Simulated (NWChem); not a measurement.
System: CH5FOSi2; SMILES C1[SiH2][Si@H](F)O1

The following NWChem deck was run.

```
start job
memory heap 200 mb stack 900 mb global 1100 mb
geometry units angstroms noautoz
  F      0.376938    -1.989914    -0.643771
  Si     0.063838    -0.840376     0.461822
  O     -1.400111    -0.076534     0.170323
  C     -1.093054     1.244533    -0.313373
  Si     0.824738     1.300794    -0.038801
  H      0.084719    -1.543578     1.770915
  H     -1.654063     1.992538     0.270897
  H     -1.395669     1.347020    -1.369605
  H      1.669500     1.570213    -1.239989
  H      1.250069     2.184602     1.088708
end
basis spherical
  * library def2-tzvp
end
dft
  xc b3lyp
  iterations 150
  semidirect filesize 400000000
  mulliken
end
task dft energy
```

All runs use the structure optimised with PBE0/def2-SVP. B3LYP is NWChem's, with the RPA form of VWN correlation.

Task: Predict the main results of this run. (B3LYP/def2-TZVP.) Quantities: energy (Ha); highest occupied level (eV); orbital gap (eV); dipole (D).

Result: The energy (Ha) is -795.39 and the highest occupied level (eV) is -7.73. The orbital gap (eV) is 7.12 and the dipole (D) comes out as 2.22.
